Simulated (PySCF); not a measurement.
These compounds are isomers of formula C5H7FO3Si.

A. `C1(O[SiH2]O)=C(C(C)=O)[C@@H]1F`
B. `C=C1[C@@H](OC=O)[C@@H]1O[SiH2]F`
C. SMILES C1(C(=O)O)=C(F)[Si@H](OC)C1
D. SMILES C=C1[C@@H](C(=O)O)[C@@H]1O[SiH2]F
E. `O1C(=O)C([SiH2]F)=C(OC)C1`

Spectrum 1. ¹³C{¹H} NMR (computed): δ 189.1 (C), 165.6 (C), 130.8 (C), 54.9 (CH3), 16.6 (CH2).

Spectrum 2. ¹³C{¹H} NMR (computed): δ 194.4 (C), 179.9 (C), 96.4 (C), 73.9 (CH2), 63.5 (CH3).

Spectrum 3. ¹³C{¹H} NMR (computed): δ 195.8 (C), 162.4 (C), 94.0 (C), 71.7 (CH), 32.0 (CH3).

Spectrum 4. ¹³C{¹H} NMR (computed): δ 166.9 (CH), 141.4 (C), 124.6 (CH2), 57.5 (CH), 57.4 (CH).

Spectrum 5. ¹³C{¹H} NMR (computed): δ 176.3 (C), 144.2 (C), 116.1 (CH2), 55.7 (CH), 29.4 (CH).

Computational details: NMR shieldings at PBE0/pcSseg-1/GIAO, geometry: GFN2-xTB, in PySCF 2.14.0 with density-fitted response routines (no relativistic terms, single conformer, no solvent, rapidly exchanging positions averaged).

Scale: ¹³C (186.93 ppm) against TMS (reference shieldings calculated alike). Splittings of carbon signals by F and P are missing where no couplings were computed. Acid and N–H amide carbonyl carbons lie up to 10 ppm further downfield in solution (hydrogen bonding). Shifts are as computed. Against solution values, carbons near 30 ppm lie about +3 ppm off and those near 130 ppm about +5 ppm. Of 1211 compounds with measured shifts, 218 miss one by over three times the rms of a fit or turn the order of signals round; such compounds aren't used in these exercises.

Task: Match each spectrum to its structure.

Result: 1–C, 2–E, 3–A, 4–B, 5–D.

- Spectrum 1 (C): 5 ¹³C signals; δC 189.1 is a β carbon of a C=C–C=O unit; δC 165.6 is a carboxylic acid carbon.
- Spectrum 2 (E): 5 ¹³C signals; δC 194.4 is an alkene carbon bearing oxygen; δC 179.9 is an ester carbonyl carbon.
- Spectrum 3 (A): 5 ¹³C signals; δC 195.8 is a ketone carbonyl carbon; δC 162.4 is an alkene carbon bearing oxygen.
- Spectrum 4 (B): 5 ¹³C signals; δC 166.9 is an ester carbonyl carbon; δC 141.4 is a fully substituted alkene carbon.
- Spectrum 5 (D): 5 ¹³C signals; δC 176.3 is a carboxylic acid carbon; δC 144.2 is a fully substituted alkene carbon.
